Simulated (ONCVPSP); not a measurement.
## Configuration tests for bromine (ONCV)

Br (Z = 35), optimised norm-conserving Vanderbilt (ONCV), made with ONCVPSP 4.0.1 (PBE, non-relativistic). Core [Ne], reference 3s2 3p6 3d10 4s2 4p4.5 (charge +0.5). Waves: 3s+4s: rc 0.95 bohr, ncon 3, nbas 6, qcut 12 1/bohr, 2 projectors; 3p+4p: rc 1.10 bohr, ncon 4, nbas 9, qcut 15.1 1/bohr, 2 projectors; 3d: rc 1.15 bohr, ncon 4, nbas 9, qcut 13.1 1/bohr, 3 projectors, debl 3.4 Ha. Local part: polynomial inside 0.95 bohr (lpopt 1, dvloc0 6 Ha). Core correction: Teter function fitted to the true core (icmod 2), fcfact 0.25.

Energies are relative to the spin-unpolarised reference configuration 3s2 3p6 3d10 4s2 4p4.5; without spin polarisation the order of configurations can differ from experiment.

Question: Give the all-electron excitation energy and the error of the potential for: 3s2 3p6 3d10 4s2 4p5; 3s2 3p6 3d10 4s2 4p4; 3s2 3p6 3d10 4s2 4p3; 3s2 3p6 3d10 4s1 4p5.

Answer:

| valence configuration | charge | ΔE all-electron (eV) | error AE − PS (meV) |
| --- | --- | --- | --- |
| 3s2 3p6 3d10 4s2 4p5 | 0 | -5.091 | -0.1 |
| 3s2 3p6 3d10 4s2 4p4 | +1 | 7.490 | 0.0 |
| 3s2 3p6 3d10 4s2 4p3 | +2 | 30.247 | -0.3 |
| 3s2 3p6 3d10 4s1 4p5 | +1 | 19.689 | -1.8 |
